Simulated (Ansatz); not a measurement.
Basis-set extrapolation for C2H6O2Si (`O=CC(O)[SiH3]`) (PBE0-D4/def2-TZVP geometry, frozen core, Ansatz). Multiplicity 1, RHF reference.

|  | def2-TZVPP | def2-QZVPP |
| --- | --- | --- |
| HF | -517.968962 | -517.988579 |
| MP2 correlation | -0.923177 | -0.991651 |
| CCSD(T) correlation | -0.997635 | not run |

Energies in hartree. Use E(X) = E(∞) + A·exp(−7.88·√X) for Hartree–Fock and E(X) = E(∞) + B·X^(−2.97) for correlation, with X = 3 and 4, and add CCSD(T) minus MP2 of the smaller set to the MP2 limit.

Task: What is the CCSD(T) energy at the basis-set limit?

Result: HF limit: -517.988579 + (-0.019617) × 0.13774 = -517.99128. MP2 limit: -0.991651 + (-0.068474) × 0.74074 = -1.04237. Higher-order term: -0.997635 − (-0.923177) = -0.07446. Total: -519.10811 hartree, 371.5 kJ/mol below CCSD(T)/def2-TZVPP.
